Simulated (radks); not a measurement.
Spherical quantum dot in the effective-mass picture: electrons in a hard-walled sphere of radius 4.27, with a point charge +1 (a donor) at the centre, all in effective atomic units (hartree* = m*/eps^2 hartree, bohr* = eps/m* bohr), one dielectric constant everywhere. Calculated with a radial shooting solver with Libxc functionals: non-relativistic Kohn-Sham, r2SCAN, spin-polarised, spherical densities, generalised Kohn-Sham scheme. Levels are named by radial order and angular momentum (1s, 1p, 1d, 2s, ...), and open shells are averaged over m.

N = 22, configuration 1s2 1p6 1d10 2s(up 1, down 0) 1f(up 3, down 0). This is the lowest configuration that the search found. Occupied and some empty levels:

| level | occupation | eigenvalue (hartree*) | <r> (bohr*) |
|---|---|---|---|
| 1s up | 1 | 6.3665 | 2.784 |
| 1s down | 1 | 6.4139 | 2.843 |
| 1p up | 3 | 6.5303 | 3.008 |
| 1p down | 3 | 6.5706 | 2.991 |
| 1d up | 5 | 6.7855 | 3.103 |
| 1d down | 5 | 6.8323 | 3.089 |
| 2s up | 1 | 7.0209 | 1.515 |
| 1f up | 3 | 7.1354 | 3.178 |
| 1f down | 0 | 7.1895 | 3.170 |
| 2s down | 0 | 7.2708 | 1.633 |
| 1g up | 0 | 7.5737 | 3.241 |
| 1g down | 0 | 7.6343 | 3.238 |
| 2p up | 0 | 7.8463 | 2.104 |
| 2p down | 0 | 7.9214 | 2.195 |
| 2d up | 0 | 8.4975 | 2.403 |
| 2d down | 0 | 8.5291 | 2.425 |

Energy (hartree*): total 77.8118, kinetic 21.079, external -8.3270, Hartree 73.793, exchange-correlation -8.7331.

Electron density:

| r (bohr*) | n(r) (e/bohr*^3) |
|---|---|
| 0.122 | 0.3558 |
| 0.335 | 0.2309 |
| 0.547 | 0.1500 |
| 0.760 | 0.09861 |
| 0.972 | 0.06695 |
| 1.19 | 0.04879 |
| 1.40 | 0.04023 |
| 1.61 | 0.03899 |
| 1.82 | 0.04417 |
| 2.04 | 0.05535 |
| 2.25 | 0.07104 |
| 2.46 | 0.08969 |
| 2.67 | 0.1080 |
| 2.88 | 0.1217 |
| 3.10 | 0.1255 |
| 3.31 | 0.1151 |
| 3.52 | 0.08979 |
| 3.73 | 0.05494 |
| 3.95 | 0.02201 |
| 4.16 | 0.002630 |
